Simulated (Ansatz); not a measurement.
Calculated with Ansatz (gas phase, PBE0-D4/def2-TZVP geometries, no zero-point term in ΔE). CBS: MP2 limit from def2 TZ/QZ plus the TZ coupled-cluster correction, frozen cores. This one scheme is used for every species. DFT in def2-TZVPP. B3LYP here is the variant with VWN-RPA as its local correlation; programs differ in this. For Se outer-core shells are correlated without core-valence functions, which leaves a few kJ/mol of doubt a bond. Scalar relativity is left out up to krypton. Each species was taken in one conformer, which may not be the lowest.

Consider the cleavage of the Si–Si bond: `C[Si@H](O)[Si@H](O)F` + `C[SeH]` → `C[Se][SiH](O)F` + `C[SiH2]O`.

Task: Is it downhill or uphill in electronic energy at CCSD(T)/CBS, and by how much? (An estimate is asked.)

Result: Computed: Downhill: ΔE = -20.5 kcal/mol.

Task: What do these levels give: r2SCAN-D4, ωB97M-V, B3LYP, HF/def2-TZVPP, MP2/def2-TZVPP, CCSD/CBS(def2)? (An estimate is asked.)

Result: Ansatz gave: r2SCAN-D4 -19.7, ωB97M-V -20.3, B3LYP -18.5, HF/def2-TZVPP -21.1, MP2/def2-TZVPP -22.2, CCSD/CBS(def2) -20.5 kcal/mol.

Largest T1 diagnostic among the species: 0.012.

From PBE to PBE0 (25 % exact exchange), in def2-TZVPP and without D4, ΔE moves by −1.2 kcal/mol.
